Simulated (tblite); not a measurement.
H₇O₇Si₂, charge +1, singlet, geometry from GFN2-xTB; IPEA1-xTB (tblite).

The tblite input:
```
$ tblite run mol.xyz --method ipea1 --charge 1 --spin 0 --json tblite.json --no-restart

# file mol.xyz
16

O      1.48956799     1.61452391     0.15518637
Si     1.50701182     0.02779887     0.34972997
O      1.25954908    -0.36134013     1.87274902
O      2.59193758    -0.86993965    -0.40434432
O      0.14224236    -0.58065139    -0.53135071
Si    -1.50150189    -0.05029107    -0.37031245
O     -1.52908749     1.46163017    -0.86587999
O     -2.10780866    -1.10633613    -1.40413417
O     -1.84890988    -0.14764465     1.18714632
H      1.76563598     2.08404689    -0.62991433
H      0.95017088     0.23561218     2.55121529
H      3.47348946    -1.04637238    -0.08690554
H      0.31366330    -1.28041343    -1.17169890
H     -1.55373757     2.22822375    -0.29657333
H     -2.96304825    -1.03731351    -1.81986332
H     -2.04324055    -0.95082977     1.66691473
```

Output, abridged:

```
xTB calculator
 | screened Coulomb repulsion
 | Coulomb electrostatics
 |  * isotropic Klopman-Ohno-Mataga-Nishimoto electrostatics
 |  * onsite third-order electrostatics
 | DFT-D3(BJ) dispersion correction

halogen bonding energy    0.0000000000000E+00 Eh
repulsion energy          3.1464563320592E-01 Eh
dispersion energy        -6.8736362857052E-03 Eh
number of electrons       5.6000000000000E+01 e
integral cutoff           4.0000000000000E+01 bohr

------------------------------------------------------------
  cycle        total energy    energy error   density error
------------------------------------------------------------
      1     -40.45380785578  -4.0761580E+01   6.3375137E-01
      2     -40.94964046150  -4.9583261E-01   3.5405930E-01
      3     -40.85416024765   9.5480214E-02   2.1229070E-01
      4     -41.11772681371  -2.6356657E-01   3.4084015E-02
      5     -41.12240796393  -4.6811502E-03   1.6413905E-02
      6     -41.12471066192  -2.3026980E-03   2.5584429E-03
      7     -41.12472943940  -1.8777480E-05   2.0951116E-03
      8     -41.12475882042  -2.9381016E-05   3.8674617E-04
      9     -41.12476042181  -1.6013972E-06   1.1871369E-04
     10     -41.12476054599  -1.2417378E-07   3.5395234E-05
     11     -41.12476055794  -1.1947421E-08   7.6339985E-06
------------------------------------------------------------

electronic energy        -4.1432532554856E+01 Eh
total energy             -4.1124760557936E+01 Eh

Post processing:
 | Mayer-Wiberg bond orders

[Info] JSON dump of results written to 'tblite.json'
```
